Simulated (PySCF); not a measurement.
## Working out the ionisation energy of Ne⁺

Ne⁺ [He] 2s2 2p5 (2P) → Ne²⁺ [He] 2s2 2p4 (3P). All numbers are calculated (PySCF 2.14, scalar relativity by spin-free X2C-1e, in x2c-SVPall). Frozen: 1s2. Energies in hartree (1 hartree = 27.21139 eV):

| part | Ne⁺ (lower) | Ne²⁺ (upper) |
| --- | --- | --- |
| UHF | -127.784751 | -126.332189 |
| CCSD correlation | -0.140861 | -0.102064 |
| (T) | -0.001056 | -0.000664 |

Task: What does Hartree-Fock give?

Result: (-126.332189) − (-127.784751) = 1.452562 hartree = 39.526 eV.

Task: What do CCSD and CCSD(T) give?

Result: The CCSD correlation energies differ by 0.038797 hartree = 1.056 eV and the triples by 0.000392 hartree = 0.011 eV, so CCSD gives 40.582 eV and CCSD(T) 40.593 eV.

Reference: 40.963 eV (measured; NIST Atomic Spectra Database, ionization energies), between the lowest levels; spin-orbit coupling is absent from the calculation.

A double-zeta basis recovers only part of the correlation energy.

What remains against the reference includes basis incompleteness, the frozen core and higher excitations.
